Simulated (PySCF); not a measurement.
C₂H₇ClOTi, SMILES [CH3][Ti]([CH3])([OH])[Cl], multiplicity 1.

Coordinates come from a PBE0-D3(BJ)/def2-SVP optimisation. The spin state was assumed, not searched. One conformer was computed; it need not be the lowest.

All values below come from PBE/def2-TZVP (PySCF).

Isolated molecule, no solvent.

Computed frontier levels, gap, dipole moment and polarisability:
- highest occupied level = -6.46 eV
- lowest empty level = -3.03 eV
- orbital gap = 3.43 eV
- dipole moment = 1.93 D
- quadrupole, principal values (traceless, Buckingham form, about the centre of nuclear charge) = -7.00, -2.04, 9.04 D·Å
- mean static polarisability = 83.0 bohr³ (12.30 Å³)
- polarisability, principal values = 76.0, 85.1, 87.9 bohr³
